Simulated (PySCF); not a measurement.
C₈H₅F₂ (doublet state).
Cartesian coordinates in Å at the GFN2-xTB level; atoms count from 1:
```
atom  x, y, z in Å
C1     3.1879    0.4541    0.5887
C2     2.0306    0.3529    0.2912
C3     0.6659    0.2409   -0.0659
C4    -0.2176    1.2278   -0.6842
C5    -1.2237    0.1575   -0.9463
C6    -0.0732   -0.8871   -0.7827
C7    -0.2675   -0.7668    0.6912
C8    -1.6672   -0.2440    0.4831
F9    -2.6078   -1.2225    0.5099
F10   -2.1451    0.7294    1.2967
H11    4.1999    0.5473    0.8477
H12   -0.2934    2.2913   -0.6016
H13   -1.9592    0.2087   -1.7382
H14    0.2754   -1.6888   -1.4007
H15    0.0906   -1.3928    1.4891
```

As a line formula: `C#C[C@@]12[CH][C@H]3[C@@H]1[C@@H]2C3(F)F` [radical].

Level of theory: PySCF, UKS B3LYP, pcH-1 on C F H, non-relativistic, mean-field spin-orbit, GIAO. Isolated species at its GFN2-xTB geometry, gas phase. The geometry wasn't refined by DFT: couplings that depend on bond lengths, twists or pyramidal angles can differ widely from those at the functional's own minimum. The SCF solution wasn't tested for stability.

(1) What is the g tensor, term by term?

(2) What are the electron Larmor frequencies g μB B/h along the three axes at 340 mT?

(3) Average each term over the three axes. Which is largest in size?

(4) At 34.049 GHz, how far is the centre of the isotropic spectrum from where a free electron (g = 2.002319) resonates?

(5) In a frozen sample, at which fields do the three g values resonate at 9.5, 34, 94 and 263 GHz (hyperfine left aside), and which band first spreads them over more than twice a line width of 0.5 mT?

## Answers

(1) 
| Δg (ppm) | 1 | 2 | 3 |
| --- | --- | --- | --- |
| relativistic mass correction | -161 | -161 | -161 |
| gauge correction | 11 | 11 | 34 |
| orbital Zeeman/spin–orbit | -1 | 784 | 1062 |
| total | -150 | 634 | 935 |

So g = 2.00217, 2.00295, 2.00325 and g_iso = 2.00279; the tensor is rhombic: the two nearest values differ by 28 % of g3 − g1. 

(2) 9.5278, 9.5315, 9.5329 GHz for g1, g2 and g3, a range of 5.2 MHz.

(3) The orbital-Zeeman/spin–orbit term 615, the mass correction -161 and the gauge correction 19 ppm, for a total of 473 ppm. The orbital-Zeeman/spin–orbit term is the largest in size. The mass correction is the same along every axis, so the anisotropy comes from the other two: their spans along these axes are 23 (gauge) and 1062 ppm (orbital Zeeman/spin–orbit).

(4) B = hν/(g μB) with μB/h = 13.99624 MHz/mT gives 1214.95 mT for the free electron and 1214.67 mT at g_iso, 0.29 mT lower.

(5) 
| band | GHz | B(g3) mT | B(g2) mT | B(g1) mT | spread mT |
| --- | --- | --- | --- | --- | --- |
| X | 9.5 | 338.83 | 338.88 | 339.01 | 0.18 |
| Q | 34.0 | 1212.64 | 1212.82 | 1213.30 | 0.66 |
| W | 94.0 | 3352.59 | 3353.09 | 3354.41 | 1.82 |
| J | 263.0 | 9380.11 | 9381.52 | 9385.20 | 5.08 |

The spread grows in proportion to the frequency. W band is the first where it exceeds 1.0 mT.

Largest spin populations (Mulliken): C4 (+0.97), C7 (+0.09), C3 (-0.08) and C5 (-0.07). No atom but C4 exceeds +0.15. The positive populations add up to 1.19 and the negative ones to -0.19, together 2S = 1. The angles at C4 add up to 355.6°, so it is nearly planar; its axial dipolar tensor and the negative coupling of its proton fit spin in a p orbital normal to that plane.

The HOMO–LUMO gaps are 5.82 eV among the α and 5.47 eV among the β orbitals.
